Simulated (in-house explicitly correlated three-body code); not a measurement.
Computed with an exponentially correlated three-body code. Model: two electrons around a point charge, non-relativistic, variational in 260 exponentially correlated functions (energies converged to about 1e-7 hartree, or 1e-8 relative for large Z).

Command:
```bash
python run_hyl.py task.json out
```
Settings (lengths in bohr, energies in hartree):
```
Z                      2
screening              0.4
interaction_strength   1
functions              260
states_tried           13
```

Run time, properties included: 40 s on 1 thread of Intel(R) Xeon(R) Platinum 8488C (Sapphire Rapids), on a shared host.

**Those bound S and P states to n = 4 that converged, binding against the one-electron ion.**

Given: nuclear charge 2; Yukawa screening of all interactions 0.4 1/bohr.

Computed: one-electron threshold -1.30723405 hartree.

| term | energy (hartree) | binding (eV) |
| --- | --- | --- |
| 1 1S | -1.86845054 | 15.271 |

**Converged states only, values per electron or pair (inverse distances are <exp(-kr)/r>).**

```
term  mean r (bohr)  mean r squared (bohr²)  mean inverse r (1/bohr)  mean r12 (bohr)  mean inverse r12 (1/bohr)  mean cosine  mean p1 dot p2 (bohr⁻²)  delta r1 (bohr⁻³)  delta r12 (bohr⁻³)
1 1S         0.9679                  1.3109                   1.3076           1.4817                     0.6077    -0.059949                  0.13877             1.7205            0.096995
```

**Static dipole response.**

```csv
state,polarisability (bohr³)
1 1S,1.7398
```
